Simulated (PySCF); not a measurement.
Isomers of C4F3N3S, one GFN2-xTB conformer each. Single-point energies are computed at PBE0/pcSseg-1 (PySCF, gas phase, no added dispersion term), electronic only.

```csv
SMILES,GFN2-xTB relative energy (kJ/mol)
N#Cc1nsc(C(F)(F)F)n1,0.0
N#Cc1nnc(C(F)(F)F)s1,56.7
```

Problem. What does PBE0/pcSseg-1 give for the same structures?

Solution. 
```csv
SMILES,PBE0/pcSseg-1 E (Eh),PBE0/pcSseg-1 (kJ/mol),GFN2-xTB (kJ/mol),point group
N#Cc1nsc(C(F)(F)F)n1,-1013.51112,0.0,0.0,C1
N#Cc1nnc(C(F)(F)F)s1,-1013.48743,62.2,56.7,Cs
```

Both levels put the same isomer lowest. As drawn, the higher has an N–N linkage, which the lower lacks.

Problem. Which frontier levels, dipoles and rotational constants go with these structures?

Solution. 
| SMILES | HOMO (eV, PBE0/pcSseg-1) | LUMO (eV) | dipole (D) | A, B, C (MHz) |
| --- | --- | --- | --- | --- |
| N#Cc1nsc(C(F)(F)F)n1 | -9.17 | -3.13 | 3.75 | 1997, 625.0, 519.1 |
| N#Cc1nnc(C(F)(F)F)s1 | -8.99 | -3.43 | 2.58 | 2776, 556.8, 504.4 |
